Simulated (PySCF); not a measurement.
# Bond length, frequency and bond energy of SbF⁺ by level of theory

State: ²Π (doublet), unpaired electrons π ↑. Set-up: basis Sb def2-TZVPPD with ECP28, F def2-TZVPPD; scalar-relativistic core potentials; PySCF 2.14. De refers to Sb⁺ + F in their high-spin ground configurations, without counterpoise correction. The functionals are run spin-unrestricted. A positive dipole points towards F; it is taken about the centre of mass and depends on that origin.

| Level | Re (Å) | ωe (cm⁻¹) | De (eV) | μ (D) | CPU s a point (SCF and correlation, without the integrals) |
| --- | --- | --- | --- | --- | --- |
| UHF | 1.822 | 775 | 2.27 | -3.04 | 2.2 |
| UHF-MP2 | 1.850 | 724 | 4.41 | n/a | 3.6 |
| UHF-SCS-MP2 | 1.851 | 721 | 4.24 | n/a | n/a |
| UHF-CCSD | 1.842 | 738 | 3.98 | n/a | n/a |
| UHF-CCSD(T) | 1.851 | 720 | 4.18 | n/a | 150 |
| PBE | 1.878 | 675 | 4.78 | -2.60 | 1.7 |
| BLYP | 1.891 | 660 | 4.69 | -2.71 | 2.5 |
| r²SCAN | 1.855 | 711 | 4.49 | -2.59 | 2.1 |
| M06-L | 1.865 | 695 | 4.64 | -2.65 | 3.3 |
| TPSSh | 1.860 | 706 | 4.42 | -2.65 | 3.2 |
| r²SCANh | 1.848 | 724 | 4.32 | -2.65 | 3.2 |
| PBE0 | 1.850 | 721 | 4.29 | -2.75 | 4.4 |
| M06-2X | 1.851 | 732 | 4.06 | -3.03 | 7.2 |
| LC-ωPBE | 1.844 | 738 | 4.35 | -2.77 | 3.7 |

Task: Which functional lies closest to UHF-CCSD(T) in De, which farthest, and by how much do they differ from it?

Result: Closest is PBE0 (-0.1 pm in Re, +0.1 % in ωe, +0.11 eV in De against UHF-CCSD(T) in the same basis), farthest PBE (+2.7 pm in Re, -6.2 % in ωe, +0.60 eV in De). CCSD(T) converges more slowly with the basis than the functionals do and binds too weakly in this one, so the order can change at the basis-set limit.

Task: What does a quarter of exact exchange do here, going from PBE to PBE0?

Result: PBE0 less PBE: -2.8 pm in Re, +6.8 % in ωe, -0.49 eV in De. Exact exchange removes part of the self-interaction that spreads semilocal densities, and in most molecules shortens and stiffens the bond and lowers De; so it does here.

Task: What does the step from GGA to meta-GGA do here, going from PBE to r²SCAN?

Result: r²SCAN less PBE: -2.3 pm in Re, +5.3 % in ωe, -0.29 eV in De. 

Correlated steps freeze 5 core orbitals. These are scalar-relativistic numbers at best; spin–orbit coupling would shift them, the dissociation energy most. For an ion De counts to the pair picked by the measured ionisation energies or electron affinities, which need not be the lowest pair at this level. The state was picked by a PBE0 search and need not be the measured ground state.

The whole job (state search and all levels along the bond) took about 15 min on 2 threads of Intel Xeon Platinum 8175M @ 2.50GHz (shared host), peak memory 3.7 GiB.
